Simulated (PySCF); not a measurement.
A structure optimised at ωB97X-D3(BJ)/def2-TZVP, used in a PySCF frequency run:

```xyz
3

O      0.0000     0.0000    -1.5050
Si     0.0000     0.0000     0.0000
O      0.0000     0.0000     1.5050
```
Charge 0, spin multiplicity 1.

Q: Write its SMILES, formula and point group.

A: O=[Si]=O, O₂Si, D∞h

Q: What are its rotational constants (standard atomic weights)?

A: 6.9729 GHz (linear rotor, B only)
